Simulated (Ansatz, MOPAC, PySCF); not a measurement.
Noncovalent pair: HF (SMILES F) (first 2 atoms) with C2H4 (SMILES C=C); geometry from B3LYP-D3(BJ)/def2-TZVP, rigid monomers moved along the line of their centres of mass till H2···C3 is 3.09 Å.
(charge 0, multiplicity 1):
```csv
atom,x (Å),y (Å),z (Å)
F,-0.2339,0.8565,0.5851
H,-0.1684,0.5554,1.4687
C,-0.4821,-0.0390,4.4831
C,0.5600,-0.7929,4.1504
H,-0.3594,0.9807,4.8279
H,-1.4964,-0.4160,4.4322
H,0.4379,-1.8156,3.8144
H,1.5749,-0.4188,4.2102
```

Counterpoise-corrected where a basis set is named; no monomer relaxation.

The state that AM1 reach isn't checked.

Run with Ansatz (a first-principles code) with Gaussian orbitals; MOPAC for AM1 (differences of heats of formation); PySCF for the dispersion terms. Each number belongs to the level named beside it.

One of these levels gives -2.80 kcal/mol for the interaction energy. Which?
A. AM1
B. r2SCAN/def2-TZVPPD
C. PBE-D3(BJ)/def2-TZVPPD

C, PBE-D3(BJ)/def2-TZVPPD. The others give -0.42 (AM1), -2.47 (r2SCAN/def2-TZVPPD)
